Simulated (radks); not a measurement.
The numbers below are computed, except where a source is named.
Effect of the nuclear size on the iridium ion Ir22+, [Kr] 4d10 4f9. Code: a radial shooting solver on a logarithmic mesh with Libxc functionals. Model: Dirac Kohn-Sham, PBE, spin-unpolarised, spherical densities, finite nucleus; open shells are shared between the two j in proportion to 2j + 1; Fermi nuclear charge, rms radius 5.4032 fm. The rms radius is varied about that value; shifts are against it.

rms radius (fm)  total energy shift (eV)  density at nucleus (e/bohr^3)  1s1/2 shift (meV)  2s1/2 shift (meV)  4s1/2 shift (meV)  4p1/2 shift (meV)  4f7/2 shift (meV)  5s1/2 (empty) shift (meV)  5p1/2 (empty) shift (meV)
4.5441                             -23.5                      1.942e+06              -9460              -1370              -81.6              -1.99               1.62                      -24.6                     -0.737
5.106                              -8.40                      1.858e+06              -3390               -491              -29.2             -0.716              0.581                      -8.83                     -0.265
5.4032                                 0                      1.819e+06              0.000              0.000              0.000              0.000              0.000                      0.000                      0.000
5.7382                              9.82                      1.778e+06               3960                574               34.1              0.840             -0.679                       10.3                      0.310
6.5379                              34.7                      1.692e+06              14000               2030                121               2.98              -2.40                       36.5                       1.10

Slopes of the eigenvalues against <r^2> in GHz/fm^2, as finite differences over the two radii next to the reference (eigenvalue slopes, not the field-shift constants of lines): 1s1/2 259000, 2s1/2 37600, 4s1/2 2230, 4p1/2 54.8, 4f7/2 -44.4, 5s1/2 (empty) 675, 5p1/2 (empty) 20.3.
